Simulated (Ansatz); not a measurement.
BMe2(nacnacH) (C₅H₁₁BN₂). The state is a singlet with charge 0. Geometry PBE-D4/def2-SVP.

```xyz
19

B    -0.073    0.553   -0.306
C    -1.471    1.386   -0.323
H    -2.280    0.887    0.255
H    -1.849    1.534   -1.359
H    -1.345    2.407    0.102
C     1.122    1.269   -1.147
H     2.072    0.691   -1.128
H     1.348    2.286   -0.756
H     0.844    1.410   -2.216
N    -0.313   -0.923   -0.851
C    -0.150   -2.054   -0.183
C     0.276   -2.090    1.156
C     0.534   -0.867    1.800
N     0.393    0.302    1.196
H    -0.627   -1.012   -1.821
H    -0.360   -3.001   -0.713
H     0.403   -3.042    1.683
H     0.870   -0.866    2.853
H     0.607    1.130    1.757
```

B3LYP takes the VWN-RPA correlation.

(1) Estimate the orbital energies around the gap (eV) in Ansatz with HF/6-31G, r2SCAN-D4/def2-TZVP, B3LYP-D4/6-31G, PBE0-D4/def2-SVP, CAM-B3LYP-D4/def2-TZVP.

Results:

(1) 
| orbital | HF/6-31G | r2SCAN-D4/def2-TZVP | B3LYP-D4/6-31G | PBE0-D4/def2-SVP | CAM-B3LYP-D4/def2-TZVP |
| --- | --- | --- | --- | --- | --- |
| HOMO−9 | -15.13 | -10.26 | -10.88 | -11.40 | -13.04 |
| HOMO−8 | -14.11 | -9.40 | -10.00 | -10.43 | -12.06 |
| HOMO−7 | -13.96 | -9.25 | -9.95 | -10.32 | -11.89 |
| HOMO−6 | -13.37 | -8.92 | -9.50 | -9.93 | -11.50 |
| HOMO−5 | -12.96 | -8.55 | -9.15 | -9.54 | -11.11 |
| HOMO−4 | -12.56 | -8.18 | -8.76 | -9.16 | -10.66 |
| HOMO−3 | -12.31 | -8.10 | -8.74 | -9.15 | -10.65 |
| HOMO−2 | -11.76 | -7.42 | -7.95 | -8.40 | -9.95 |
| HOMO−1 | -10.82 | -6.93 | -7.39 | -7.85 | -9.34 |
| HOMO | -7.76 | -4.81 | -5.08 | -5.54 | -6.91 |
| LUMO | 2.69 | -2.07 | -1.10 | -1.16 | -0.22 |
| LUMO+1 | 5.41 | 0.62 | 1.63 | 1.30 | 1.52 |
| LUMO+2 | 6.50 | 1.20 | 2.31 | 2.10 | 2.20 |
| LUMO+3 | 6.86 | 1.48 | 2.55 | 2.25 | 2.45 |
| LUMO+4 | 6.97 | 1.72 | 3.16 | 2.45 | 3.10 |
| LUMO+5 | 7.85 | 2.58 | 3.83 | 3.45 | 3.29 |
